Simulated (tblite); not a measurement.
Compound: C₉H₁₁B.
Atom-mapped SMILES: `[BH2:1]/[C:2]1=[CH:3]/[CH:4]=[CH:5]\[CH:6]=[CH:7]/[C:8](=[CH2:9])[CH2:10]1` (hydrogens: H11, H12 on B1; H13 on C3; H14 on C4; H15 on C5; H16 on C6; H17 on C7; H18, H19 on C9; H20, H21 on C10)

Computed with GFN2-xTB (tblite), gas phase: L-BFGS steps from a force-field or distance-geometry start until the largest atomic force falls under 0.01 eV/Å.

Step 0: E = -707.4582 eV
```
atom  x, y, z in Å  |  force x, y, z in eV/Å
B1     -0.6673    2.5522    0.5721   -0.330  -0.299  -0.017
C2     -0.7332    1.1585   -0.1497    0.457   1.192   0.741
C3     -1.8202    0.3938   -0.0243   -0.946  -0.506  -0.468
C4     -1.9462   -0.9169   -0.6711    0.615  -0.259   0.703
C5     -1.1178   -1.9494   -0.4129   -0.605   0.643   0.537
C6     -0.1380   -1.9933    0.6789    0.716   0.331  -0.467
C7      0.9504   -1.2117    0.8469   -0.534   0.194  -0.506
C8      1.4160   -0.0886   -0.0083    0.038  -0.353   0.467
C9      2.7035    0.2601    0.0506   -0.134   0.009   0.095
C10     0.4753    0.6800   -0.9064    0.255   0.086  -0.716
H11     0.2952    3.2186    0.5031   -0.074  -0.072  -0.007
H12    -1.6027    2.9463    1.1990    0.392  -0.210  -0.291
H13    -2.7188    0.7941    0.4692    0.434  -0.277  -0.234
H14    -2.7737   -1.0836   -1.3391   -0.146   0.167  -0.160
H15    -1.3480   -2.8828   -0.8976    0.158  -0.312  -0.015
H16    -0.2441   -2.8275    1.3740   -0.137   0.114  -0.262
H17     1.5940   -1.4762    1.6864   -0.011   0.271  -0.292
H18     3.0857    1.0757   -0.5445    0.070  -0.141   0.084
H19     3.3947   -0.2575    0.6985    0.018   0.104  -0.090
H20     0.9947    1.5667   -1.3493   -0.175  -0.631   0.500
H21     0.1917    0.0583   -1.7760   -0.063  -0.048   0.398
```

Step 1: E = -707.5273 eV
```
atom  x, y, z in Å  |  force x, y, z in eV/Å
B1     -0.6720    2.5480    0.5719   -0.044   0.057   0.053
C2     -0.7266    1.1755   -0.1391   -0.476  -0.248   0.294
C3     -1.8337    0.3866   -0.0310    0.591   0.514  -0.391
C4     -1.9374   -0.9206   -0.6611   -0.502   0.323   0.031
C5     -1.1265   -1.9402   -0.4052    0.107  -0.547   0.483
C6     -0.1278   -1.9885    0.6723   -0.069  -0.217  -0.398
C7      0.9428   -1.2089    0.8396    0.225   0.367  -0.072
C8      1.4165   -0.0937   -0.0016   -0.097   0.036   0.007
C9      2.7015    0.2602    0.0519   -0.064  -0.025   0.135
C10     0.4789    0.6812   -0.9167   -0.012  -0.053   0.127
H11     0.2942    3.2176    0.5030   -0.139  -0.110   0.004
H12    -1.5971    2.9433    1.1948    0.213  -0.150  -0.181
H13    -2.7126    0.7901    0.4659    0.088  -0.183  -0.108
H14    -2.7758   -1.0812   -1.3414    0.163   0.176   0.103
H15    -1.3458   -2.8872   -0.8978    0.205   0.044   0.156
H16    -0.2460   -2.8258    1.3703   -0.078   0.231  -0.339
H17     1.5938   -1.4724    1.6822   -0.107   0.280  -0.398
H18     3.0867    1.0737   -0.5433    0.039  -0.130   0.069
H19     3.3950   -0.2560    0.6972    0.044   0.087  -0.047
H20     0.9922    1.5577   -1.3421    0.054  -0.308   0.273
H21     0.1908    0.0576   -1.7703   -0.141  -0.146   0.199
```

Step 2: E = -707.5604 eV
```
atom  x, y, z in Å  |  force x, y, z in eV/Å
B1     -0.6742    2.5474    0.5725    0.081   0.095   0.031
C2     -0.7311    1.1776   -0.1316    0.055  -0.226  -0.012
C3     -1.8300    0.3913   -0.0385    0.199   0.303  -0.203
C4     -1.9415   -0.9173   -0.6574   -0.108  -0.086   0.039
C5     -1.1278   -1.9448   -0.3961   -0.256  -0.108   0.132
C6     -0.1254   -1.9900    0.6647    0.116  -0.079  -0.180
C7      0.9434   -1.2030    0.8363   -0.013   0.119  -0.043
C8      1.4153   -0.0948    0.0006   -0.079   0.211  -0.154
C9      2.7001    0.2599    0.0542   -0.030   0.012   0.099
C10     0.4799    0.6809   -0.9182   -0.204  -0.151   0.437
H11     0.2919    3.2158    0.5031   -0.118  -0.099  -0.001
H12    -1.5923    2.9403    1.1910    0.060  -0.078  -0.077
H13    -2.7094    0.7863    0.4633    0.044  -0.136  -0.097
H14    -2.7742   -1.0780   -1.3407    0.102   0.151   0.088
H15    -1.3422   -2.8881   -0.8957    0.147   0.016   0.171
H16    -0.2477   -2.8221    1.3644   -0.027   0.160  -0.278
H17     1.5923   -1.4673    1.6754   -0.045   0.238  -0.306
H18     3.0876    1.0713   -0.5420    0.027  -0.115   0.058
H19     3.3957   -0.2544    0.6961    0.062   0.053  -0.001
H20     0.9921    1.5506   -1.3361    0.146  -0.113   0.157
H21     0.1886    0.0554   -1.7658   -0.161  -0.165   0.138
```

Step 3: E = -707.5902 eV
```
atom  x, y, z in Å  |  force x, y, z in eV/Å
B1     -0.6747    2.5483    0.5737    0.157  -0.013  -0.046
C2     -0.7311    1.1774   -0.1245    0.370  -0.039  -0.150
C3     -1.8258    0.4001   -0.0501   -0.164  -0.112  -0.022
C4     -1.9447   -0.9182   -0.6517    0.017  -0.015  -0.016
C5     -1.1370   -1.9483   -0.3850   -0.181   0.010  -0.075
C6     -0.1186   -1.9918    0.6536    0.042   0.054  -0.064
C7      0.9417   -1.1955    0.8313   -0.114   0.015  -0.091
C8      1.4128   -0.0915   -0.0001    0.014   0.178  -0.092
C9      2.6979    0.2600    0.0585   -0.015   0.052   0.034
C10     0.4764    0.6772   -0.9109   -0.170  -0.109   0.288
H11     0.2873    3.2119    0.5030    0.001  -0.015  -0.008
H12    -1.5864    2.9357    1.1856   -0.135   0.015   0.054
H13    -2.7048    0.7796    0.4585   -0.049  -0.036  -0.062
H14    -2.7712   -1.0717   -1.3387    0.003   0.100   0.043
H15    -1.3357   -2.8893   -0.8902    0.042  -0.045   0.155
H16    -0.2500   -2.8154    1.3529    0.037   0.007  -0.138
H17     1.5901   -1.4572    1.6624    0.072   0.154  -0.125
H18     3.0891    1.0664   -0.5394    0.033  -0.051   0.021
H19     3.3977   -0.2516    0.6951    0.056   0.002   0.052
H20     0.9951    1.5410   -1.3265    0.139  -0.022   0.078
H21     0.1829    0.0497   -1.7580   -0.156  -0.129   0.164
```

Problem. Estimate the geometry and energy of step 4. (The exact step hangs on the optimiser's Hessian estimate; all steps are aligned on step 3, rigid shifts and turns removed.)

Solution. E = -707.6012 eV, largest force 0.290 eV/Å
```
atom  x, y, z in Å  |  force x, y, z in eV/Å
B1     -0.6725    2.5480    0.5733    0.080  -0.056  -0.030
C2     -0.7257    1.1773   -0.1224    0.066  -0.101  -0.079
C3     -1.8261    0.4024   -0.0569   -0.009  -0.039   0.078
C4     -1.9472   -0.9171   -0.6490    0.131  -0.124  -0.046
C5     -1.1434   -1.9513   -0.3796   -0.144   0.189  -0.167
C6     -0.1151   -1.9919    0.6460   -0.035   0.090  -0.001
C7      0.9394   -1.1905    0.8267   -0.084  -0.007  -0.077
C8      1.4118   -0.0876   -0.0012    0.019   0.063   0.004
C9      2.6963    0.2610    0.0614    0.066   0.054   0.026
C10     0.4725    0.6739   -0.9038    0.007  -0.017   0.024
H11     0.2851    3.2098    0.5029    0.094   0.051  -0.012
H12    -1.5855    2.9334    1.1837   -0.147   0.022   0.062
H13    -2.7032    0.7754    0.4548   -0.106   0.033  -0.041
H14    -2.7696   -1.0665   -1.3369   -0.089   0.059  -0.008
H15    -1.3316   -2.8909   -0.8847   -0.038  -0.115   0.109
H16    -0.2506   -2.8118    1.3444    0.076  -0.071  -0.060
H17     1.5904   -1.4491    1.6535    0.104   0.101  -0.048
H18     3.0905    1.0630   -0.5377    0.045   0.007  -0.011
H19     3.3997   -0.2501    0.6954    0.015  -0.007   0.054
H20     0.9987    1.5349   -1.3198    0.088  -0.028   0.043
H21     0.1773    0.0446   -1.7506   -0.140  -0.104   0.180
```

The energy changes by -0.0111 eV. The first-order estimate −F·Δx gives -0.0176 eV and the mean of the old and new forces, exact on a quadratic surface, -0.0111 eV. The step makes an angle of 48° with the force vector and moves no atom by more than 0.012 Å.

What follows is the cost of the whole relaxation. Hardware: an Arm Neoverse N1 with one thread (shared host). Cost: 1.5 s.
